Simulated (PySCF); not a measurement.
# Spinor energies of V²⁺ (vanadium, charge +2)

Start: [Ar] 3d3; 3d3/2 filled at m_j = -1/2, +1/2, +3/2. Calculated with PySCF 2.14 in x2c-TZVPall-2c (6s7p4d1f, 54 functions): generalised Hartree-Fock with the X2C-1e Hamiltonian and a Gaussian nucleus; one run each with spin-orbit coupling (SO) switched off, then screened by Boettger's factors.

```json
{"spinor shell": "1s1/2", "electrons": "2", "ε, spin-free (eV)": "-5537.0", "ε, screened SO (eV)": "-5536.9", "weight of nominal j (screened SO)": "1.000", "rms radius, screened SO (bohr)": "0.0768"}
{"spinor shell": "2s1/2", "electrons": "2", "ε, spin-free (eV)": "-673.66", "ε, screened SO (eV)": "-673.63", "weight of nominal j (screened SO)": "1.000", "rms radius, screened SO (bohr)": "0.332"}
{"spinor shell": "2p1/2", "electrons": "2", "ε, spin-free (eV)": "-562.29", "ε, screened SO (eV)": "-567.54", "weight of nominal j (screened SO)": "0.985", "rms radius, screened SO (bohr)": "0.301"}
{"spinor shell": "2p3/2", "electrons": "4", "ε, spin-free (eV)": "-562.29", "ε, screened SO (eV)": "-559.67", "weight of nominal j (screened SO)": "0.992", "rms radius, screened SO (bohr)": "0.303"}
{"spinor shell": "3s1/2", "electrons": "2", "ε, spin-free (eV)": "-103.99", "ε, screened SO (eV)": "-103.98", "weight of nominal j (screened SO)": "1.000", "rms radius, screened SO (bohr)": "1.02"}
{"spinor shell": "3p1/2", "electrons": "2", "ε, spin-free (eV)": "-71.505", "ε, screened SO (eV)": "-73.278", "weight of nominal j (screened SO)": "0.656", "rms radius, screened SO (bohr)": "1.10"}
{"spinor shell": "3d3/2", "electrons": "3", "ε, spin-free (eV)": "-30.169", "ε, screened SO (eV)": "-30.177", "weight of nominal j (screened SO)": "0.610", "rms radius, screened SO (bohr)": "1.43"}
```

Problem. Where does 3p3/2 lie, and what is the 3p spin-orbit splitting (screened SO)?

Solution. At -70.611 eV, 2.668 eV above 3p1/2.

| quantity | spin-free | screened SO |
| --- | --- | --- |
| E (hartree) | -947.41216 | -947.42218 |
| M_J | 3/2 | 3/2 |
| ⟨J²⟩ | 6.755 | 6.688 |
| ⟨L²⟩ | 12.005 | 12.004 |
| ⟨S²⟩ | 3.750 | 3.750 |

The determinant has a definite M_J but mixes levels of different J.

Each row is a mean over spinors that exchange with the open shell spreads, by up to 9.575 eV (3p1/2).

Rows whose weight is well below 1 are mixtures of j = l ± 1/2: exchange outweighs spin-orbit coupling there, and the label is only the starting occupation.

Without spin-orbit coupling the j labels of p, d and f shells carry no meaning; the spin-free column gives the mean over the occupied spinors of each nl shell, and its ⟨J²⟩ belongs to a mixture of degenerate components.
